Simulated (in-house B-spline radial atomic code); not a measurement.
Results of a calculation; reference values are marked as such.
As ion on As atom: potential, deflection and energy transfer

The pair potential comes from two frozen, spherical free-atom densities (PBE, B-spline radial code, scalar-relativistic past argon): electrostatics plus the change in Thomas-Fermi kinetic and Dirac exchange energy where they overlap, the recipe behind the universal ZBL potential, which averages such potentials (from solid-state densities) over many pairs. It is written V = (Z1 Z2 e²/r) φ(r/a), with e² = 14.3996 eV·Å and a = 0.46850 Å/(Z1^0.23 + Z2^0.23); ZBL's fit is φ = 0.18175 e^(−3.1998x) + 0.50986 e^(−0.94229x) + 0.28022 e^(−0.4029x) + 0.02817 e^(−0.20162x). Where φ falls below 4e-4 it is continued as an exponential.

Masses 74.92 and 74.92 u.

```
x = r/a  φ, this pair     φ, ZBL
    0.1        0.8924     0.8928
   0.25        0.7705     0.7647
    0.5        0.6218     0.6096
      1         0.429     0.4164
    1.5          0.31     0.2995
      2        0.2301     0.2218
      3        0.1338     0.1292
      4       0.08174    0.08026
      5       0.05261    0.05224
    6.5       0.02827    0.02914
      8       0.01593    0.01705
     10      0.008353   0.008778
     12      0.004763    0.00474
   14.5      0.002415   0.002328
     17      0.001225   0.001212
     20     0.0005466  0.0005882
```

(1) At x = 2 the electrostatic, kinetic and exchange parts are 8009.78, 9625.37 and -420.68 eV. Find r, V and φ.

(2) The ion comes in at 29.92 keV with impact parameter 0.0524 Å. The scattering integral gives a centre-of-mass angle of 140.6° and a closest approach of 2.186 a. What are the reduced energy, the energy passed on and the laboratory angles?

Results:

(1) a = 0.46850/(2.2349 + 2.2349) = 0.10481 Å, so r = 0.20963 Å. V = 8009.78 + 9625.37 + (-420.68) = 17214.47 eV. The bare repulsion is 33 × 33 × 14.3996/0.20963 = 74804 eV, so φ = 0.2301, +3.8 % against ZBL's 0.2218. The kinetic (Pauli) term is 56 % of V here.

(2) ε = E a M2/(Z1 Z2 e² (M1 + M2)) = 29920 × 3.3421e-06 = 0.1. The most that one collision can pass on is γE with γ = 4 M1 M2/(M1 + M2)² = 1.0000. Here T = γE sin²(θ/2) = 1.0000 × 29920 × 0.8864 = 26520 eV. The ion turns by arctan(sin θ/(cos θ + M1/M2)) = 70.3°, and the struck atom leaves at (180° − θ)/2 = 19.7°. The closest approach is 0.229 Å. With ZBL the angle would be 139.86° and T = 26400 eV.
